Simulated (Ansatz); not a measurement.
CH5FSSn, SMILES `FC[S][SnH3]`. Total charge 0; spin multiplicity 1. Sn: def2 effective core potential. Geometry: relaxed with PBE0-D4/def2-TZVP. It is one conformer, not always the lowest.

```xyz
9

F    -1.859   -0.631    0.636
C    -1.542    0.477   -0.120
S    -0.334    0.118   -1.402
Sn    1.537   -0.433    0.015
H    -1.180    1.249    0.561
H    -2.447    0.816   -0.629
H     2.930   -0.183   -0.931
H     1.459    0.639    1.340
H     1.436   -2.052    0.531
```

Task: What is the dipole moment at B3LYP/def2-TZVPP? (Best estimate.)

Result: The calculation gave: 1.47 D, with components (0.87, 1.06, 0.54) D in this frame, pointing from negative to positive charge.

Task: And with PBE, r2SCAN, ωB97M-V? (Estimate.)

Result: Computed: PBE 1.37 D, r2SCAN 1.46 D, ωB97M-V 1.51 D.

Task: Give the Mulliken charges with B3LYP, ωB97M-V, r2SCAN in def2-TZVPP. (An estimate is asked.)

Result: Computed: 
| atom | B3LYP | ωB97M-V | r2SCAN |
| --- | --- | --- | --- |
| F1 | -0.23 | -0.22 | -0.23 |
| C2 | 0.03 | -0.04 | 0.13 |
| S3 | -0.32 | -0.27 | -0.34 |
| Sn4 | 0.63 | 0.48 | 0.61 |
| H5 | 0.12 | 0.14 | 0.08 |
| H6 | 0.12 | 0.14 | 0.08 |
| H7 | -0.11 | -0.07 | -0.11 |
| H8 | -0.12 | -0.08 | -0.11 |
| H9 | -0.11 | -0.07 | -0.10 |

B3LYP here is the variant with VWN-RPA as its local correlation; programs differ in this.
